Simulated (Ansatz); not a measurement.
Cost and result for the atomization energy of CH$_{6}$BrNOSi (`CO[SiH](N)Br`) (11 atoms, 10 bonds).

Cartesian coordinates in Å:
```
C -1.8403 0.2117 -0.5056
O -0.4405 0.2322 -0.6809
Si 0.6372 -0.2934 0.4242
N 2.2394 -0.0697 -0.0609
Br 0.3144 0.8783 2.2932
H -2.1454 0.8991 0.2893
H -2.1999 -0.7934 -0.2578
H -2.3028 0.5258 -1.4423
H 0.3976 -1.7219 0.7239
H 2.6782 -0.7118 -0.7000
H 2.6622 0.8431 -0.0831
```

Charge 0, multiplicity 1. Correlated methods include outer-core shells of Br, which these sets cover unevenly. Scalar relativity is left out up to krypton. Geometry: relaxed with PBE0-D4/def2-TZVP. It is one conformer, not always the lowest. Program: Ansatz. Hardware: A = 2 threads of an AMD EPYC 7R13 on a shared host; B = 2 threads of an AMD EPYC 7R13 on a shared host and a share of an NVIDIA H100 80 GB. Times are those of one run each, without the atoms' runs, and a repeat can differ threefold. Electronic energies, without spin–orbit coupling; frozen cores. CCSD(T)/CBS adds CCSD(T) − MP2 in def2-TZVPP to the MP2 limit, and its time is that of the two runs behind it. T1 = 0.009. With those shells the extrapolation isn't a true limit. B3LYP takes the VWN-RPA correlation (the form of Gaussian; ORCA's B3LYP/G).

CCSD(T)/CBS is a level of theory with its own doubt, some kJ/mol a heavy atom from the limit and from the frozen cores, so smaller differences don't rank the functionals.

```
                                 level  functions  wall time
                    MP2/def2-QZVPP [B]        510      4.8 s
   PBE-D4/def2-TZVPP (with forces) [A]        267      5.5 s
                CCSD(T)/def2-TZVPP [B]        267      5.5 s
                PBE0-D4/def2-TZVPP [A]        267      7.5 s
r2SCAN-D4/def2-TZVPP (with forces) [A]        267        9 s
                     CCSD(T)/CBS(def2)          –       10 s
 B3LYP-D4/def2-TZVPP (with forces) [A]        267       11 s
                 B2PLYP/def2-TZVPP [A]        267       12 s
                ωB97X-V/def2-TZVPP [A]        267       16 s
  ωB97M-V/def2-TZVPP (with forces) [A]        267       22 s
```

Question: What atomization energy does each give, and how far from CCSD(T)/CBS? (Estimate.)

Answer: The calculation gave: 
| level | atomization (kcal/mol) | difference from CCSD(T)/CBS | per bond |
| --- | --- | --- | --- |
| MP2/def2-QZVPP [B] | 957.1 | 4.2 | 0.4 |
| PBE-D4/def2-TZVPP (with forces) [A] | 961.7 | 8.8 | 0.9 |
| CCSD(T)/def2-TZVPP [B] | 922.5 | -30.4 | -3.0 |
| PBE0-D4/def2-TZVPP [A] | 945.2 | -7.7 | -0.8 |
| r2SCAN-D4/def2-TZVPP (with forces) [A] | 948.8 | -4.1 | -0.4 |
| CCSD(T)/CBS(def2) | 952.9 | 0.0 | 0.0 |
| B3LYP-D4/def2-TZVPP (with forces) [A] | 947.9 | -5.0 | -0.5 |
| B2PLYP/def2-TZVPP [A] | 937.7 | -15.2 | -1.5 |
| ωB97X-V/def2-TZVPP [A] | 952.7 | -0.2 | 0.0 |
| ωB97M-V/def2-TZVPP (with forces) [A] | 952.0 | -0.9 | -0.1 |

From PBE to PBE0 (25 % exact exchange), in def2-TZVPP and without D4, the atomization energy moves by −15.5 kcal/mol: exact exchange takes away binding that semilocal exchange gives to molecules. In def2-TZVPP, CCSD(T) changes the Hartree–Fock value by +244.1 kcal/mol (the triples alone add +13.8 kcal/mol) and MP2 by +260.6 kcal/mol; breaking electron pairs costs correlation energy, which Hartree–Fock lacks. The D4 term adds +9.8 kcal/mol with B3LYP and +5.1 kcal/mol with PBE0; it sums over pairs of atoms, weighted by their polarisabilities, and B3LYP, whose exchange is more repulsive, gets the larger term.
